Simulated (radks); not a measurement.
Q: Species: the lead ion Pb3+. Configuration: [Xe] 4f14 5d10 6s1 (the NIST ground configuration). All-electron calculation, Dirac Kohn-Sham, PBE, spin-unpolarised, spherical densities, point nucleus. Program: a radial shooting solver on a logarithmic mesh with Libxc functionals.

Spin-orbit splittings of the eigenvalues, e(l+1/2) - e(l-1/2), with zeta = 2 splitting/(2l+1) and mean radii in bohr:

shell  occ.  splitting (eV)  zeta (eV)  <r> j=l-1/2  <r> j=l+1/2
2p        6            2190       1460      0.05487      0.06380
3p        6           488.6      325.8       0.1644       0.1807
3d       10               ?          ?       0.1570       0.1619
4p        6           119.6      79.74       0.3853       0.4198
4d       10           22.32      8.927       0.4245       0.4356
4f       14           5.032      1.438       0.4508       0.4571
5p        6           22.36      14.91       0.9125        1.003
5d       10           2.665      1.066        1.252        1.294

Estimate the 3d splitting.

A: 104.0 eV (zeta = 41.58 eV).
